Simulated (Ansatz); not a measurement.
`C=C=C(F)N[SiH3]` and `C=C=C(N)F` differ in one atom or group.

Ansatz, PBE0-D4/def2-TZVP geometries, multiplicity 1. Each molecule was computed in one conformer, which needn't be the lowest.

| property | `C=C=C(F)N[SiH3]` |
| --- | --- |
| HOMO–LUMO gap (B3LYP/def2-TZVPP) / eV | 5.50 |
| size of the dipole moment (ωB97M-V/def2-TZVPP) / D | 1.42 |
| LUMO energy (ωB97M-V/def2-TZVPP) / eV | 1.54 |
| LUMO energy (PBE/def2-TZVPP) / eV | -1.52 |
| size of the dipole moment (B3LYP/def2-TZVPP) / D | 1.46 |
| HOMO–LUMO gap (PBE0/def2-TZVPP) / eV | 5.91 |

**Question.** Give the same properties after the change, and the shifts. (Best estimate.)

**Answer.** Ansatz gave: 
```tsv
property	`C=C=C(N)F`	shift
HOMO–LUMO gap (B3LYP/def2-TZVPP) / eV	5.57	0.07
size of the dipole moment (ωB97M-V/def2-TZVPP) / D	2.29	0.87
LUMO energy (ωB97M-V/def2-TZVPP) / eV	1.81	0.27
LUMO energy (PBE/def2-TZVPP) / eV	-1.37	0.15
size of the dipole moment (B3LYP/def2-TZVPP) / D	2.31	0.85
HOMO–LUMO gap (PBE0/def2-TZVPP) / eV	5.99	0.08
```

With PBE0 the HOMO rises by 0.08 eV and the LUMO rises by 0.17 eV, so the gap widens by about 0.09 eV. PBE moves the HOMO by 0.13 eV and ωB97M-V by 0.07 eV. Dipoles are sizes alone; their direction can turn.

B3LYP here is the variant with VWN-RPA as its local correlation; programs differ in this.
